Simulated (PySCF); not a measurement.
## Working out the excitation energy of As

As [Ar] 3d10 4s2 4p3 (4S) → As [Ar] 3d10 4s1 4p3 4d1 (6D). All numbers are calculated (PySCF 2.14, a scalar-relativistic core potential, in aug-cc-pwCVDZ-PP with ECP10MDF). Frozen: nothing. Energies in hartree (1 hartree = 27.21139 eV):

```csv
part,As (lower),As (upper)
UHF,-331.198331,-330.692518
MP2 opposite-spin,-0.306910,-0.250316
MP2 same-spin,-0.159897,-0.148432
```

Task: What does Hartree-Fock give?

Result: (-330.692518) − (-331.198331) = 0.505813 hartree = 13.764 eV.

Task: What do MP2 and SCS-MP2 (6/5 opposite-spin, 1/3 same-spin) give?

Result: The opposite-spin parts differ by 1.540 eV and the same-spin parts by 0.312 eV. MP2: 13.764 + (1.540) + (0.312) = 15.616 eV. SCS-MP2: 13.764 + 1.2 × (1.540) + (0.312)/3 = 15.716 eV.

The upper state lies above the first ionisation limit, but in LS coupling its spin forbids autoionisation to the ground ion.

A double-zeta basis recovers only part of the correlation energy.
